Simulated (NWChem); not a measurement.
BeHOF; SMILES [OH][Be][F]

```xyz
4

Be    -0.0004     0.0004     0.0107
F      0.0156    -0.0153     1.4091
O     -0.0657     0.0642    -1.3964
H      0.3112    -0.3038    -2.2007
```
Atoms are numbered in this order, from 1.

All runs: NWChem. Pople sets run with spherical d functions. The geometry was optimised at PBE-D3(BJ)/def2-SVP. Vzz is the largest principal value of the second derivative of the potential at the nucleus (NWChem prints the opposite sign); η is the asymmetry. Non-relativistic.

```json
[
 {"level": "PBE0/6-31G*", "Vzz Be1 (a.u.)": "-0.163", "η Be1": "0.11", "Vzz O3 (a.u.)": "1.417", "η O3": "0.08", "relative time": "1"},
 {"level": "PBE0/cc-pVTZ", "Vzz Be1 (a.u.)": "-0.201", "η Be1": "0.10", "Vzz O3 (a.u.)": "1.410", "η O3": "0.07", "relative time": "6"},
 {"level": "CAM-B3LYP/def2-SVP", "Vzz Be1 (a.u.)": "-0.145", "η Be1": "0.11", "Vzz O3 (a.u.)": "1.402", "η O3": "0.06", "relative time": "1"},
 {"level": "CAM-B3LYP/def2-TZVP", "Vzz Be1 (a.u.)": "-0.187", "η Be1": "0.09", "Vzz O3 (a.u.)": "1.409", "η O3": "0.07", "relative time": "10"}
]
```

The last column is a rough cost ratio, cheapest run = 1.
